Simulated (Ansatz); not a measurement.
Species: Al2H4, charge 0, multiplicity 1. 
Geometry from a B3LYP-D3(BJ)/def2-TZVP (Ansatz, an electronic-structure program) optimisation:
```
Al
H 1 1.5905
H 1 1.5905 2 116.05
Al 1 2.5886 2 121.97 3 180.00
H 4 1.5905 1 121.97 2 -90.00
H 4 1.5905 5 116.05 1 180.00
```

Quantity: vertical electron affinity (to the doublet state of charge -1; a negative value means that the extra electron is unbound and the number depends on the basis; each state is the SCF solution reached for its spin; the molecule has degenerate orbitals, so one determinant may break the symmetry), in eV. Valence correlation only, unless marked. UHF or UKS for open shells. No spin-orbit coupling. No relativistic terms. Anions need diffuse functions: aug- sets have them; def2-D sets add few. CBS(X,Y): correlation extrapolated as X^-3; Hartree-Fock from the larger set. The bracket is a focal-point correction in the basis named.

```csv
level,program,vertical electron affinity (eV)
HF/def2-SVPD,Ansatz,-0.17
HF/aug-cc-pV(T+d)Z,Ansatz,-0.04
PBE/def2-TZVPD,Ansatz,0.70
r2SCAN/def2-TZVPD,Ansatz,0.71
PBE0/def2-TZVPD,Ansatz,0.61
B2PLYP/def2-TZVPD,Ansatz,0.37
MP2/aug-cc-pV(T+d)Z,Ansatz,0.44
RI-MP2/aug-cc-pV(Q+d)Z,Ansatz,0.45
RI-MP2/def2-TZVPPD,Ansatz,0.35
"RI-MP2/CBS(aug-cc-pV(T+d)Z,aug-cc-pV(Q+d)Z)",Ansatz,0.46
"RI-MP2/CBS(def2-TZVPPD,def2-QZVPPD)",Ansatz,0.43
SCS-MP2/aug-cc-pV(D+d)Z,Ansatz,0.29
SCS-MP2/def2-SVPD,Ansatz,0.12
SCS-MP2/aug-cc-pV(T+d)Z,Ansatz,0.33
CCSD/def2-SVPD,Ansatz,0.27
CCSD(T)/def2-SVPD,Ansatz,0.31
CCSD(T)/aug-cc-pV(T+d)Z,Ansatz,0.53
"RI-MP2/CBS(aug-cc-pV(T+d)Z,aug-cc-pV(Q+d)Z)+[CCSD(T)-MP2]/aug-cc-pV(D+d)Z",Ansatz,0.55
"RI-MP2/CBS(def2-TZVPPD,def2-QZVPPD)+[CCSD(T)-MP2]/def2-SVPD",Ansatz,0.53
"RI-MP2/CBS(def2-TZVPPD,def2-QZVPPD)+[CCSD(T)-MP2]/def2-TZVPPD",Ansatz,0.53
"RI-MP2/CBS(aug-cc-pV(T+d)Z,aug-cc-pV(Q+d)Z)+[CCSD(T)-MP2]/aug-cc-pV(T+d)Z",Ansatz,0.56
```
